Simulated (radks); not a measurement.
Values are calculated unless marked as measured or tabulated.
Neutral niobium inside a hard spherical wall (all orbitals vanish at R), configuration held at [Kr] 4d4 5s1 and not refilled when levels cross. Level of theory: scalar-relativistic Kohn-Sham, LDA (Slater exchange, Perdew-Wang correlation), spin-unpolarised, spherical densities, finite nucleus; Fermi nuclear charge, rms radius 4.324 fm (a radial shooting solver on a logarithmic mesh with Libxc functionals). Eigenvalues in eV, with the zero of energy where the potential of the charges vanishes at infinity; a dash marks a level that is unbound or too diffuse for the functional's potential to be trusted. A positive occupied level is held by the wall or, in an anion where self-interaction has pushed it up, behind a barrier. The pressure on the wall is -dE/dV.

| R (bohr) | E (hartree) | kinetic (hartree) | e(4s) | e(4p) | e(5s) | e(4d) | e(5p, empty) | e(6s, empty) | pressure (GPa) |
|---|---|---|---|---|---|---|---|---|---|
| free | -3815.49769 | 3927.259 | -58.462 | -34.612 | -4.195 | -3.208 | -1.221 | -0.043 | 0 |
| 20 | -3815.49769 | 3927.259 | -58.462 | -34.612 | -4.195 | -3.208 | -1.220 | 0.093 | < 0.0001 |
| 15 | -3815.49768 | 3927.259 | -58.461 | -34.611 | -4.194 | -3.207 | -1.212 | 0.404 | < 0.0001 |
| 12 | -3815.49757 | 3927.261 | -58.447 | -34.597 | -4.184 | -3.195 | -1.160 | 1.067 | 0.00209 |
| 10 | -3815.49670 | 3927.268 | -58.379 | -34.529 | -4.128 | -3.134 | -0.997 | 2.250 | 0.0240 |
| 7 | -3815.47599 | 3927.392 | -57.557 | -33.724 | -3.362 | -2.418 | 0.443 | 8.637 | 1.07 |
| 6 | -3815.43630 | 3927.581 | -56.555 | -32.752 | -2.271 | -1.538 | 2.162 | 14.758 | 4.20 |
| 5 | -3815.31764 | 3928.066 | -54.507 | -30.788 | 0.409 | 0.333 | 6.040 | 26.994 | 18.6 |
| 3.5 | -3814.40361 | 3931.342 | -46.529 | -23.192 | 16.290 | 8.833 | 26.698 | 81.728 | 284 |
| 2 | -3801.25290 | 3975.194 | -2.801 | 23.786 | 157.64 | 67.727 | 182.52 | 411.07 | 18100 |
